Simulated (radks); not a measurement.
The numbers below are computed, except where a source is named.
Task: Br17+, configuration [Ar] (the NIST ground configuration). Level of theory: scalar-relativistic Kohn-Sham, LDA (Slater exchange, Perdew-Wang correlation), spin-polarised, spherical densities, finite nucleus; Fermi nuclear charge, rms radius 4.1629 fm (a radial shooting solver on a logarithmic mesh with Libxc functionals). Some entries of the table are withheld. Estimate them.

| orbital | occ. | eigenvalue (eV) | <r> (bohr) | <r^2> (bohr^2) |
|---|---|---|---|---|
| 1s | 2 | -13920.20 | 0.04281 | 0.002468 |
| 2s | 2 | -2357.246 | 0.1886 | 0.04187 |
| 2p | 6 | -2156.631 | 0.1645 | 0.03303 |
| 3s | 2 | -761.5142 | (1) | 0.2745 |
| 3p | 6 | -697.4014 | 0.4836 | (2) |
| 3d | 0 | -602.1181 | 0.4424 | 0.2282 |
| 4s | 0 | (3) | (4) | (5) |
| 4p | 0 | -336.6012 | 0.9980 | 1.126 |

Result: 
(1) 3s <r> (bohr): 0.4911
(2) 3p <r^2> (bohr^2): 0.2698
(3) 4s eigenvalue (eV): -361.1231
(4) 4s <r> (bohr): 0.9820
(5) 4s <r^2> (bohr^2): 1.083
